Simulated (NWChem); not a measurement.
## Total energies of tin monoxide (OSn)

```xyz
2

Sn     0.0000     0.0000     0.2536
O      0.0000     0.0000    -1.5848
```
Charge 0, spin multiplicity 1.

The numbers come from NWChem runs, not from measurements. All single points use one geometry, from PBE0/def2-SVP with def2 effective core potentials on Sn, a minimum by its harmonic frequencies.

Basis set: def2-QZVP (139 functions).

| method | total energy (Ha) | relative cost |
|---|---|---|
| RHF | -288.22335 | 1 |
| MP2 | -289.02249 | under 3 |
| B2PLYP | -289.38788 | 5 |
| PBE | -289.49310 | under 3 |
| B3LYP | -289.63534 | under 3 |
| CAM-B3LYP | -289.51768 | 30 |

Total energies of different functionals aren't comparable as a measure of quality: only differences taken within one method are. The cost column gives rough processor time relative to RHF; each entry includes its own SCF.

Effective core potentials replace the inner electrons of Sn; spin-orbit coupling is left out. The correlated methods keep 5 core orbitals frozen. B3LYP has NWChem's definition, with VWN1-RPA local correlation. GW and range-separated runs recompute their integrals, the others keep them in memory, which bears on the times.
